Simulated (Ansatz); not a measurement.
Program: Ansatz. Geometries: PBE0-D4/def2-TZVP. ΔE: electronic, gas phase. CCSD(T)/CBS adds triple-zeta CCSD(T) − MP2 to the extrapolated MP2 energy (def2 sets, frozen cores). DFT in def2-TZVPP. For Ge, Se outer-core shells are correlated without core-valence functions, which leaves a few kJ/mol of doubt a bond. Scalar relativity is left out up to krypton. One conformer a species, not always the lowest.

Consider the ligand exchange at the Si–Se bond: `O[SiH2][SeH]` + `[OH][GeH2][OH]` → `O[SiH2][O][GeH2][OH]` + H₂Se.

`O[SiH2][SeH]`:

Cartesian coordinates in Å:
```
O -1.561 0.212 -0.423
Si -0.087 0.517 0.231
Se 1.018 -1.366 0.896
H -1.625 -0.493 -1.070
H 0.807 1.219 -0.724
H -0.353 1.332 1.434
H 1.802 -1.421 -0.344
```

`[OH][GeH2][OH]`:

```xyz
7

O     0.158   -1.445    0.576
Ge   -0.023    0.312    0.386
O     0.815    0.878   -1.070
H    -0.549   -1.946    0.164
H    -1.526    0.643    0.284
H     0.729    0.955    1.546
H     0.396    0.602   -1.887
```

`O[SiH2][O][GeH2][OH]`:

Z-matrix (Å, degrees):
```
Si
O 1 1.631
O 1 1.642 2 112.4
H 1 1.481 2 110.9 3 -116.4
H 1 1.484 2 106.4 3 121.0
Ge 2 1.772 1 134.7 3 87.2
H 3 0.958 1 117.8 2 69.9
O 6 1.768 2 108.2 1 95.3
H 6 1.535 2 105.3 1 -145.7
H 6 1.530 2 110.7 1 -19.5
H 8 0.960 6 113.1 2 63.4
```

H₂Se:

Cartesian coordinates in Å:
```
Se -0.482 -0.486 -0.023
H 0.972 -0.471 -0.220
H -0.490 0.957 0.243
```

| level | ΔE (eV) |
| --- | --- |
| PBE-D4 | -0.47 |
| B2PLYP | -0.67 |
| PBE | -0.46 |
| HF/def2-TZVPP | -0.83 |
| SCS-MP2/def2-TZVPP | -0.70 |
| MP2/def2-QZVPP | -0.62 |
| SCS-MP2/def2-QZVPP | -0.68 |
| MP2/CBS(def2) | -0.59 |

(1) What does CCSD(T)/CBS give? (Best estimate.)

Largest T1 diagnostic among the species: 0.012.

Answers

(1) Ansatz gave: -0.63 eV. The listed levels differ from it by 0.16, -0.04, 0.17, -0.20, -0.07, 0.01, -0.05, 0.04 eV.

From PBE to PBE0 (25 % exact exchange), in def2-TZVPP and without D4, ΔE moves by −0.06 eV. In def2-TZVPP, CCSD(T) changes the Hartree–Fock value by +0.14 eV (the triples alone add +0.03 eV) and MP2 by +0.18 eV.
